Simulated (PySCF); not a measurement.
# Worked example: oscillator strength and radiative lifetime

Sn(OH)(NH2)3 (H7N3OSn), SMILES [NH2][Sn]([NH2])([NH2])[OH].

Geometry: PBE0-D3(BJ)/def2-SVP. The def2 effective core potentials stand for the cores of Sn; spin–orbit coupling is left out. One conformer was computed; it need not be the lowest.

TDDFT-ωB97X/def2-SVPD (PySCF) puts the first singlet state with f over 0.02 at 6.13 eV (vertical), with the transition dipole (0.073, 0.715, -0.308) in atomic units.

Q: Find the oscillator strength, the wavelength and the radiative lifetime that this transition would have in vacuum if emission retraced absorption.

A: 
|μ|² = 0.6114 au, so |μ| = 1.99 D. ΔE = 6.13/27.211 = 0.2253 hartree. f = (2/3) ΔE |μ|² = 0.092 (the program prints 0.092).
λ = 1239.84/6.13 = 202 nm; ν = 49442 cm⁻¹.
Einstein's coefficient A = 0.6670 ν² f s⁻¹ (ν in cm⁻¹) = 1.5e8 s⁻¹, so τ = 1/A = 6.7 ns. This state is S1. The figure is the radiative limit of this one transition; relaxation, internal conversion, crossing to triplets and a medium change what is measured.
